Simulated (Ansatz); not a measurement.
Consider the ligand exchange at the Sn–Br bond: `[Cl][Sn][Br]` + CH₃OH → `C[O][Sn][Cl]` + HBr.

Isolated molecules relaxed with PBE0-D4/def2-TZVP in Ansatz; ΔE leaves out vibrations. CCSD(T)/CBS adds triple-zeta CCSD(T) − MP2 to the extrapolated MP2 energy (def2 sets, frozen cores). This one scheme is used for every species. DFT in def2-TZVPP. Elements past krypton have def2 core potentials. For Br, Sn outer-core shells are correlated without core-valence functions, which leaves a few kJ/mol of doubt a bond. Scalar relativity is left out up to krypton. Each species was taken in one conformer, which may not be the lowest.

| species | CAM-B3LYP energy (Eh) |
| --- | --- |
| `[Cl][Sn][Br]` | -3248.91243 |
| CH₃OH | -115.72462 |
| `C[O][Sn][Cl]` | -789.72758 |
| HBr | -2574.88402 |

Work out ΔE.

ΔE = (-789.72758) + (-2574.88402) − (-3248.91243) − (-115.72462) = 0.02545 Eh = +16.0 kcal/mol. CCSD(T)/CBS gives +16.3 kcal/mol.

Largest T1 diagnostic among the species: 0.017.

Leaving LDA and LC-ωPBE aside and taking each functional with its dispersion term where it has one, the values, not all of them listed here, spread over 4.0 kcal/mol, from BLYP-D4 to BHLYP-D4. LDA lies −2.2 kcal/mol from PBE without D4. In def2-TZVPP, CCSD(T) changes the Hartree–Fock value by −6.4 kcal/mol (the triples alone add −0.9 kcal/mol) and MP2 by −6.0 kcal/mol. From BLYP to BHLYP (50 % exact exchange), in def2-TZVPP and without D4, ΔE moves by +2.9 kcal/mol.
